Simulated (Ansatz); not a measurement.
This Ansatz (an electronic-structure program) input (r2SCAN/cc-pVTZ) gives -99.72102 Eh with 30 basis functions.

Ansatz 0.2 input:
```yaml
crystal:
  periodic: [false, false, false]
  atoms:
    - {symbol: F, position_ang: [0.00000000, 0.00000000, 0.00000000]}
basis:
  gaussian:
    orbitals: cc-pVTZ
hamiltonian:
  xc: {name: r2SCAN}
magnetization: {spin_polarized: true, initial_magnetization: 1}
scf: {lower_state_search: full}
```

Change:
```diff
- orbitals: cc-pVTZ
+ orbitals: pcseg-2
```

Q: What does the run give now?

A: -99.72574 Eh (r2SCAN/pcseg-2, 30 functions), a change of -4.72 mEh.
